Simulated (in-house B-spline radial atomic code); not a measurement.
RPA and G0W0 on wB97X: Ca III (Ca2+)

Configuration [Ne] 3s2 3p6, mean-field start wB97X. Computed with a B-spline radial code for spherical atoms: all electrons, scalar-relativistic (spin-free one-electron X2C), finite nucleus, each spin shell either full or empty, empty states to l = 9 with an (l + 1/2)⁻⁴ tail; G0W0 by contour deformation at full frequency.

Command:
```bash
python run_gw.py task.json out
```
Settings (radii: box in bohr, nucleus in fm):
```
Z                        20
electrons                18
configuration            [Ne] 3s2 3p6
hamiltonian              x2c
method                   wb97x
lmax                     9
rms_radius               3.4776
spin_polarised           False
box_radius               17.55
intervals                70
```

Time taken, with all properties: 3.3 s on 1 thread of Arm Neoverse N1, with other jobs on the host.

Energies (hartree):

| term | value |
| --- | --- |
| mean-field total | -679.82426 |
| Hartree-Fock functional on these orbitals | -679.02318 |
| direct second order | -1.242 |
| second-order exchange | 0.4208 |
| SOSEX correction | 0.38657 |

(1) What is the RPA correlation energy, and what remains with SOSEX?

Quasi-particle levels (eV):

```json
{"level": "3p", "occupied": "yes", "mean field": "-47.91", "Σx - vxc": "-2.95", "Σc": "?", "QP weight": "?", "G0W0": "?"}
{"level": "3d", "occupied": "no", "mean field": "-11.412", "Σx - vxc": "3.26", "Σc": "-1.92", "QP weight": "0.971", "G0W0": "-10.076"}
```

G0W0 = mean field + (Σx - vxc) + Σc, with Σc (partial-wave tail included) taken at the quasi-particle energy. Only the outer levels were computed. Levels of low weight are left out.

(2) Where does G0W0 put 3p?

Results:

(1) RPA gives -1.0978 hartree (-1.66 eV per electron); RPA + SOSEX gives -0.71118, and the second-order doubles -0.82119 hartree (no singles). SOSEX takes back 35 % of the RPA value.

(2) At -51.17 eV, with Σc = -0.30 eV and a quasi-particle weight of 0.949. The tabulated removal energy is 50.913 eV (NIST, measured); the calculation leaves out spin-orbit coupling, Breit and QED terms, and what these don't explain is the method's own error.
